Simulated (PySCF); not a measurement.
Harmonic spectrum computed at PBE0 in the def2-TZVP basis family (core potentials from Rb on, PySCF, no spin–orbit coupling):

| symmetry | ω (cm⁻¹) | IR (km/mol, summed over degenerate members) |
| --- | --- | --- |
| e | 690 | 21.5 |
| a1 | 691 | 44.9 |
| e | 863 | 77.6 |
| a1 | 1183 | 63.1 |
| e | 1998 | 435 |
| a1 | 2008 | 41.6 |

Task: Which molecule gave it? In each, all ligands are bound to the one heavy central atom.
A. H₃SeN (singlet)
B. H₃SN (singlet)
C. H₃TeN (singlet)
D. H₃WN (singlet)

Result: D. It has C3v symmetry with W–H 1.715 Å (×3), W–N 1.649 Å.
